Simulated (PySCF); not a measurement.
# Structure from NMR data

An unknown has the formula C₅H₁₀N₂. Its calculated NMR data are:

$^{1}$H NMR (400 MHz, computed): δ 6.43 (dd, J = 15.7, 10.0 Hz, 1H), 6.32 (ddt, J = 17.8, 11.4, 7.4 Hz, 1H), 5.36 (dt, J = 17.8, 1.5 Hz, 1H), 5.29 (dt, J = 11.4, 1.3 Hz, 1H), 3.92 (dd, J = 10.0, 2.7 Hz, 1H), 3.81 (dt, J = 7.4, 1.4 Hz, 2H), 3.66 (dd, J = 15.7, 2.7 Hz, 1H), 3.14 (br s, 2H).

$^{13}$C{$^{1}$H} NMR (computed): δ 149.2 (CH), 145.2 (CH), 121.8 (CH2), 83.0 (CH2), 66.6 (CH2).

Calculated, not measured (PySCF 2.14): spin–spin couplings from B3LYP/pcJ-1 (spin–dipole term only in couplings to heteroatoms), GIAO PBE0/pcSseg-1 shieldings, geometry from GFN2-xTB. Single conformer, non-relativistic, no solvent model, equivalent nuclei averaged.

δ = σ(ref) − σ, references computed at the same level: $^{1}$H (31.72 ppm) and $^{13}$C (186.93 ppm) vs TMS.

**Question.** Choose the structure that fits.
A. C=CCN(N)C=C
B. C/C=N\N=C(C)C
C. CC1=NNC[C@H]1C

**Answer.** A. 

Rings plus π bonds: 2 (no ring in the answer). 5 carbon signals for 5 carbons: no two carbons are equivalent. Carbon types of the structure: 2 × CH, 3 × CH2, leaving 2 H on heteroatoms. δC 149.2: alkene carbon bearing nitrogen; an sp2 carbon further deshielded by the attached heteroatom. δC 145.2: alkene CH; an sp2 carbon of a C=C bond. δC 121.8: terminal =CH2 carbon; as expected for a trigonal carbon in a double bond. δC 83.0: β carbon of an enol-ether or enamine type C=C; the O or N lone pair pushes π density onto this β carbon and shields it. δC 66.6: allylic sp3 CH2 bonded to N; deshielded by the electronegative neighbour. The protons at 5.36 and 6.32 share a coupling of 17.8 Hz (vicinal, trans across C=C). The protons at 6.43 and 3.66 share a coupling of 15.7 Hz (vicinal, trans across C=C). The protons at 5.29 and 6.32 share a coupling of 11.4 Hz (vicinal, cis across C=C). The protons at 6.43 and 3.92 share a coupling of 10.0 Hz (vicinal, cis across C=C).

The others: CC1=NNC[C@H]1C would give 5 signals for carbon-bound and other non-exchanging H, not 7; C/C=N\N=C(C)C would give 4 signals for carbon-bound and other non-exchanging H, not 7.

OH and NH positions are those of a molecule without intermolecular hydrogen bonds; in solution they move with solvent, concentration and temperature, and exchange usually removes their couplings. Multiplet labels drop couplings under 1 Hz and merge nearly equal ones. Unscaled 3J(H,H) at this level run about 10 % above measured values. Shifts are as computed. Against solution values, carbons near 30 ppm lie about +3 ppm off and those near 130 ppm about +5 ppm. Of 1211 compounds with measured shifts, 218 miss one by over three times the rms of a fit or turn the order of signals round; such compounds aren't used in these exercises. Couplings across =CH–CH2 type bonds come from one rotamer and its mirror image, and can be 1–2 Hz further off.
